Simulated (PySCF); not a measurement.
CH3BrOZn, SMILES [O](C)[Zn][Br].

Coordinates come from a PBE-D3(BJ)/def2-SVP optimisation. The structure was generated by enumeration; whether it is a known compound was not checked. Other conformers were not sampled.

Two levels are set side by side: TDA-PBE/def2-SVPD (PySCF) and TDA-ωB97X/def2-SVPD (PySCF). Vertical, same geometry. The lowest singlet is HOMO→LUMO 100 % with PBE and HOMO→LUMO 93 % with the other functional; states are paired by order. Differences are taken from unrounded values.

| quantity | TDA-PBE |
|---|---|
| lowest singlet excitation (eV) | 3.91 |
| lowest triplet excitation (TDA) (eV) | 3.61 |
| first bright state (f over 0.05) (eV) | 4.72 |
| its oscillator strength | 0.06 |

Problem. These are the TDA-PBE values. What does TDA-ωB97X give? (The exact figures need the calculation; the answer reports its results.)

Solution. 
```tsv
quantity	TDA-ωB97X	TDA-PBE minus TDA-ωB97X
lowest singlet excitation (eV)	5.20	-1.29
lowest triplet excitation (TDA) (eV)	4.90	-1.29
first bright state (f over 0.05) (eV)	5.94	-1.22
its oscillator strength	0.05	0.01
```

A lower first singlet is the usual sign of a functional without exact exchange. Differences between two approximate levels are no errors against the true value.

Rough cost on one machine, each run with all the roots and properties that it gave: TDA-ωB97X against TDA-PBE about 3 times.
